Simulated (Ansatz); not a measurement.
Reactions of `C[SiH2][SiH2]C=N`.

Computed with Ansatz on PBE0-D4/def2-TZVP structures; ΔE is electronic, products minus reactants. CCSD(T)/CBS adds triple-zeta CCSD(T) − MP2 to the extrapolated MP2 energy (def2 sets, frozen cores). This one scheme is used for every species. For As, Se outer-core shells are correlated without core-valence functions, which leaves a few kJ/mol of doubt a bond. Scalar relativity is left out up to krypton. Each species was taken in one conformer, which may not be the lowest.

Order these by ΔE at CCSD(T)/CBS, lowest first. (An estimate is asked.)
A. `C[SiH2][SiH2]C=N` + `[AsH3]` → `C[SiH2][SiH2][AsH2]` + `C=N`
B. `C[SiH2][SiH2]C=N` + `C[SeH]` → `C[SiH2][SiH2][SeH]` + `CC=N`
C. `C[SiH2][SiH2]C=N` + `NBN` → `N=C[SiH2]N` + `C[SiH2]BN`
D. `C[SiH2][SiH2]C=N` → `C=C(N)[SiH2][SiH3]`
E. `C[SiH2][SiH2]C=N` + `NC(O)N[SiH3]` → `N=C[SiH2][SiH2]N` + `CC(O)N[SiH3]`

B (-102.9 kJ/mol), E (-58.7 kJ/mol), A (-43.2 kJ/mol), D (+23.4 kJ/mol), C (+65.1 kJ/mol).

Largest T1 diagnostic: 0.013, for `C=C(N)[SiH2][SiH3]`.
